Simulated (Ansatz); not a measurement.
`C[O][Mo](=[O])([OH])=[S]` + `[CH3][GaH][NH2]` → `[CH3][Ga]([CH3])[NH2]` + `[O]=[Mo]([OH])([OH])=[S]`  (formal exchange of groups at a C–O bond)

Isolated molecules relaxed with PBE0-D4/def2-TZVP in Ansatz; ΔE leaves out vibrations. CCSD(T)/CBS adds triple-zeta CCSD(T) − MP2 to the extrapolated MP2 energy (def2 sets, frozen cores). Functionals use def2-TZVPP. B3LYP here is the variant with VWN-RPA as its local correlation; programs differ in this. HSE06 is defined as in plane-wave codes. def2 core potentials past Kr. For Ga, Mo outer-core shells are correlated without core-valence functions, which leaves a few kJ/mol of doubt a bond. Scalar relativity is left out up to krypton. One conformer a species, not always the lowest.

`C[O][Mo](=[O])([OH])=[S]`:

```xyz
10

C     1.015    1.429    0.601
O     0.675    0.068    0.477
Mo   -0.401   -0.973   -0.587
O     0.414   -2.383   -0.962
O    -2.006   -1.357    0.294
S    -0.811    0.113   -2.356
H     2.078    1.502    0.844
H     0.430    1.879    1.407
H     0.813    1.961   -0.333
H    -2.207   -2.240    0.617
```

`[CH3][GaH][NH2]`:

```xyz
9

C    -1.237    0.831   -0.118
Ga    0.404    0.055    0.625
N     1.309   -1.161   -0.380
H    -1.146    1.918   -0.193
H    -2.088    0.623    0.534
H    -1.457    0.434   -1.111
H     1.033    0.378    2.023
H     2.158   -1.613   -0.086
H     1.024   -1.464   -1.295
```

`[CH3][Ga]([CH3])[NH2]`:

Z-matrix (Å, degrees):
```
C
Ga 1 1.967
H 1 1.091 2 111.8
H 1 1.093 2 110.6 3 120.7
H 1 1.093 2 110.6 3 -120.8
C 2 1.967 1 126.1 3 179.4
N 2 1.824 1 117.0 3 -0.5
H 6 1.093 2 110.6 1 -60.0
H 6 1.093 2 110.6 1 58.5
H 6 1.091 2 111.7 1 179.3
H 7 1.006 2 124.2 1 -179.9
H 7 1.006 2 124.2 1 -0.1
```

`[O]=[Mo]([OH])([OH])=[S]`:

Z-matrix (Å, degrees):
```
Mo
O 1 1.866
O 1 1.866 2 110.2
O 1 1.669 2 109.7 3 120.9
S 1 2.112 2 109.0 3 -119.5
H 2 0.961 1 122.1 3 -108.6
H 3 0.961 1 122.1 2 108.6
```

```
             level  ΔE (kJ/mol)  difference from CCSD(T)/CBS
       LDA (SPW92)        -62.6                          9.9
            PBE-D4        -65.5                          7.0
         revPBE-D4        -63.9                          8.6
         r2SCAN-D4        -67.1                          5.4
           PBE0-D4        -67.4                          5.1
          B3LYP-D4        -61.5                         11.0
        r2SCANh-D4        -68.0                          4.5
        r2SCAN0-D4        -69.1                          3.4
          HSE06-D4        -67.5                          5.0
      CAM-B3LYP-D4        -61.2                         11.3
           ωB97X-V        -63.7                          8.8
           ωB97M-V        -69.0                          3.5
            B2PLYP        -65.3                          7.2
          PBE-QIDH        -69.8                          2.7
               PBE        -66.3                          6.2
            revPBE        -67.2                          5.3
              BLYP        -61.3                         11.2
            r2SCAN        -67.5                          5.0
             B3LYP        -62.8                          9.7
           r2SCANh        -68.4                          4.1
           r2SCAN0        -69.5                          3.0
             HSE06        -68.2                          4.3
             BHLYP        -62.4                         10.1
           LC-ωPBE        -69.5                          3.0
RPA@PBE/def2-TZVPP        -63.4                          9.1
       HF/def2-SVP        -41.2                         31.3
      MP2/def2-SVP        -51.3                         21.2
     CCSD/def2-SVP        -47.1                         25.4
  CCSD(T)/def2-SVP        -45.4                         27.1
     HF/def2-TZVPP        -55.8                         16.7
    MP2/def2-TZVPP        -73.1                         -0.6
SCS-MP2/def2-TZVPP        -67.0                          5.5
   CCSD/def2-TZVPP        -69.6                          2.9
CCSD(T)/def2-TZVPP        -68.8                          3.7
     HF/def2-QZVPP        -55.1                         17.4
    MP2/def2-QZVPP        -75.0                         -2.5
SCS-MP2/def2-QZVPP        -68.9                          3.6
      HF/CBS(def2)        -55.0                         17.5
     MP2/CBS(def2)        -76.8                         -4.3
    CCSD/CBS(def2)        -73.3                         -0.8
       CCSD(T)/CBS        -72.5                            0
```

Largest T1 diagnostic among the species: 0.025, so the coupled-cluster value is less sure than usual.

Leaving LDA and LC-ωPBE aside and taking each functional with its dispersion term where it has one, the values, not all of them listed here, spread over 12.5 kJ/mol, from PBE-QIDH to B97M-V. LDA lies +3.7 kJ/mol from PBE without D4. In def2-TZVPP, CCSD(T) changes the Hartree–Fock value by −13.0 kJ/mol (the triples alone add +0.8 kJ/mol) and MP2 by −17.3 kJ/mol.

CCSD(T)/CBS has its own doubt, a few kJ/mol and more with outer-core shells, so smaller differences from it don't rank the levels.
